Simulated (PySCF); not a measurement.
SMILES N#C[C@]1(S(=O)(=O)O)CO1, C3H3NO4S

Geometry:
| atom | x (Å) | y (Å) | z (Å) |
| --- | --- | --- | --- |
| N1 | -0.248 | 2.698 | -0.672 |
| C2 | -0.420 | 1.637 | -0.284 |
| C3 | -0.543 | 0.301 | 0.171 |
| S4 | 1.077 | -0.457 | 0.536 |
| O5 | 1.798 | 0.324 | 1.482 |
| O6 | 0.866 | -1.844 | 0.748 |
| O7 | 1.772 | -0.246 | -0.896 |
| C8 | -1.592 | -0.649 | -0.214 |
| O9 | -1.514 | -0.104 | 1.070 |
| H10 | 2.534 | 0.336 | -0.841 |
| H11 | -2.420 | -0.305 | -0.825 |
| H12 | -1.307 | -1.690 | -0.300 |

Computed, not measured: GIAO B97-2/pcSseg-1 magnetisability, rotational g tensor and spin-rotation constants, non-relativistic, gas phase (PySCF 2.14.0). Geometry: GFN2-xTB.

Problem. What are the magnetisability and the molar susceptibility?

Solution. Isotropic -1206 × 10⁻³⁰ J/T², or -72.6 × 10⁻⁶ cm³/mol; principal values -1317, -1195, -1106 × 10⁻³⁰ J/T², anisotropy 183 × 10⁻³⁰ J/T² (root of half the summed squared differences of the principal values). The susceptibility is in cgs units.

Problem. Split it along the inertial axes a, b, c into diamagnetic and paramagnetic parts about the centre of mass, with the quadrupole moment.

Solution. 
| axis | χ (10⁻⁶ cm³/mol) | diamagnetic (10⁻⁶ cm³/mol) | paramagnetic (10⁻⁶ cm³/mol) | summed x² of all electrons (Å²) | quadrupole Θ (D Å) |
| --- | --- | --- | --- | --- | --- |
| a | -76.8 | -655.1 | 578.3 | 150.5 | -6.97 |
| b | -70.6 | -836.6 | 766.0 | 107.7 | +7.37 |
| c | -70.5 | -1095.2 | 1024.7 | 46.7 | -0.40 |

Anisotropies 2χaa − χbb − χcc = -12.5 and 2χbb − χaa − χcc = +6.0 × 10⁻⁶ cm³/mol. Θ is traceless in Buckingham's convention.

Problem. And the rotational g tensor?

Solution. 
| axis | rotational constant (GHz) | g | nuclear part | electronic part |
| --- | --- | --- | --- | --- |
| a | 2.0590 | -0.0232 | 0.5362 | -0.5594 |
| b | 1.5115 | -0.0274 | 0.5165 | -0.5439 |
| c | 1.1243 | -0.0181 | 0.5232 | -0.5412 |

Asymmetric top; isotopes 12C, 1H, 14N, 16O, 32S; no vibrational averaging.
